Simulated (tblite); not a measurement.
Compound: C5H11F3Si.
Structure used (GFN2-xTB), in Å, numbered top down from 1:
```xyz
20
C5H11F3Si angstrom
C      0.2201    1.4461    0.1323
C     -0.1009   -0.0446    0.1578
C      1.0984   -0.8808   -0.2906
Si     2.6408   -0.7374    0.8217
C     -1.3014   -0.3719   -0.7472
C     -2.6057    0.2581   -0.3010
F     -2.7134    1.5578   -0.6179
F     -3.6613   -0.3467   -0.8787
F     -2.8076    0.1738    1.0226
H      0.4741    1.7648   -0.8769
H      1.0650    1.6539    0.7834
H     -0.6220    2.0390    0.4792
H     -0.3625   -0.3299    1.1824
H      1.3570   -0.6089   -1.3158
H      0.7974   -1.9302   -0.3211
H      2.2178   -0.7750    2.2221
H      3.3666    0.5045    0.5502
H      3.5141   -1.8738    0.5255
H     -1.1123   -0.0368   -1.7692
H     -1.4694   -1.4515   -0.7621
```

Computed with GFN2-xTB (tblite): harmonic, unscaled wavenumbers at the GFN2-xTB geometry, gas phase. Errors from tens to a few hundred cm⁻¹ against measured bands are possible. Modes of hydrogen on silicon can be 10 to 20 % off. One conformer, not necessarily the lowest.

Harmonic wavenumbers (cm⁻¹): 27.5, 53.4, 90.3, 106.7, 130.7, 210.4, 247.5, 253.2, 303.4, 342.4, 410.1, 433.9, 477.6, 507.0, 516.8, 555.2, 601.0, 750.6, 768.1, 787.8, 792.0, 806.8, 835.6, 871.8, 917.2, 982.3, 1005.6, 1040.6, 1061.5, 1123.2, 1158.2, 1181.4, 1192.7, 1236.2, 1252.4, 1310.6, 1337.8, 1347.5, 1422.4, 1443.5, 1482.3, 1494.0, 1508.6, 2262.3, 2269.1, 2269.5, 2942.2, 2965.9, 2981.5, 2984.6, 2992.3, 3030.5, 3045.5, 3055.7.

A = 3156, B = 560.3, C = 538.1 MHz; mass 156.058 u (most abundant isotopes); point group C1, symmetry number 1.

Task: What is the zero-point energy?

Result: Half the sum of the wavenumbers: 32588 cm⁻¹ = 93.18 kcal/mol.

Task: What is S at 298.15 K and 1 bar for an ideal gas of classical rigid rotors and harmonic oscillators?

Result: Translation 41.07, rotation 30.20, vibration 35.76: S = 107.0 cal/(mol K).

Task: And Cp and H(298.15 K) − H(0)?

Result: Cp = 43.64 cal/(mol K), of which vibrations give 35.69 (their classical limit is 54 R = 107.3); H(298.15 K) − H(0) = 7.81 kcal/mol without the zero-point energy, 5.44 from vibrations.

Task: Blend soft modes into free rotors: weight 1/[1 + (100 cm⁻¹/ν̃)⁴] for the oscillator and the rest for a rotor with moment μB/(μ + B), μ = h/(8π²ν), B = 10⁻⁴⁴ kg m². What vibrational entropy results?

Result: 32.08 cal/(mol K) in place of 35.76, which changes −T·S at 298.15 K by +1.10 kcal/mol.

Task: How do the functions run with temperature in this model?

Result: 
| T (K) | S (cal/(mol K)) | Cp (cal/(mol K)) | H − H(0) (kcal/mol) | G − H(0) (kcal/mol) | ln q(vib) |
| --- | --- | --- | --- | --- | --- |
| 150 | 83.6 | 26.4 | 2.61 | -9.93 | 4.20 |
| 250 | 99.9 | 38.1 | 5.84 | -19.13 | 7.34 |
| 400 | 121.4 | 54.5 | 12.82 | -35.75 | 11.93 |
| 600 | 146.8 | 70.6 | 25.43 | -62.63 | 17.87 |
| 900 | 178.5 | 85.7 | 49.09 | -111.60 | 26.11 |

q(vib) and H(0) count from the zero-point level.

Task: Which modes carry the vibrational entropy at 298.15 K?

Result: 27.5 cm⁻¹: 6.00; 53.4 cm⁻¹: 4.69; 90.3 cm⁻¹: 3.65; 106.7 cm⁻¹: 3.33; 130.7 cm⁻¹: 2.94; 210.4 cm⁻¹: 2.04 cal/(mol K); the other 48 give 13.12 together.

Task: What must be added to the electronic energy to get the Gibbs energy at 298.15 K and 1 bar?

Result: ZPE + [H(298.15 K) − H(0)] − T·S = 93.18 + 7.81 − 31.91 = 69.08 kcal/mol.

Hindered rotation and anharmonicity are outside this model. Other conformers, if any are populated, would add a mixing term that is left out. The structure is chiral; the term R ln 2 for an equal mix with its mirror image is left out.

Time: 1.3 s of wall time. Hardware: Arm Neoverse N1, one thread, no GPU, shared host. The figure is for the frequency step alone.
